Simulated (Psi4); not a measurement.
barium atom (Ba), singlet (core potentials on Ba). Base run: TPSS/def2-SVP (Psi4 1.11).

Geometry (Å):
```xyz
1

Ba     0.0000     0.0000     0.0000
```
All else is at Psi4's defaults (density fitting).
Base energy -25.43261 Eh.

The base run was repeated with changes; each row names its change, and settings that it needs were set with it.

```json
[
 {"change": "base", "ΔE vs base (mEh)": "0.000", "SCF cycles": "8", "grid points": "20838", "basis functions": "30", "outcome": "converged"},
 {"change": "dft_basis_tolerance = 1e-8", "ΔE vs base (mEh)": "0.000", "SCF cycles": "8", "grid points": "19932", "basis functions": "30", "outcome": "converged"},
 {"change": "e_convergence = 1e-4", "ΔE vs base (mEh)": "0.000", "SCF cycles": "8", "grid points": "20838", "basis functions": "30", "outcome": "converged"},
 {"change": "guess = sap", "ΔE vs base (mEh)": "0.000", "SCF cycles": "8", "grid points": "20838", "basis functions": "30", "outcome": "converged"},
 {"change": "ints_tolerance = 1e-8", "ΔE vs base (mEh)": "0.000", "SCF cycles": "8", "grid points": "20838", "basis functions": "30", "outcome": "converged"},
 {"change": "dft_radial_points = 150", "ΔE vs base (mEh)": "-0.143", "SCF cycles": "8", "grid points": "41368", "basis functions": "30", "outcome": "converged"},
 {"change": "scf_type = mem_df", "ΔE vs base (mEh)": "0.000", "SCF cycles": "8", "grid points": "20838", "basis functions": "30", "outcome": "converged"},
 {"change": "guess = gwh", "ΔE vs base (mEh)": "0.000", "SCF cycles": "8", "grid points": "20838", "basis functions": "30", "outcome": "converged"},
 {"change": "dft_radial_scheme = mura", "ΔE vs base (mEh)": "-0.290", "SCF cycles": "8", "grid points": "21442", "basis functions": "30", "outcome": "converged"},
 {"change": "guess = core", "ΔE vs base (mEh)": "0.000", "SCF cycles": "8", "grid points": "20838", "basis functions": "30", "outcome": "converged"},
 {"change": "basis_guess = true", "ΔE vs base (mEh)": "0.000", "SCF cycles": "1", "grid points": "20838", "basis functions": "30", "outcome": "converged"},
 {"change": "dft_pruning_scheme = treutler", "ΔE vs base (mEh)": "0.000", "SCF cycles": "8", "grid points": "20838", "basis functions": "30", "outcome": "converged"},
 {"change": "damping_percentage = 50", "ΔE vs base (mEh)": "-", "SCF cycles": "-", "grid points": "-", "basis functions": "30", "outcome": "not converged"}
]
```
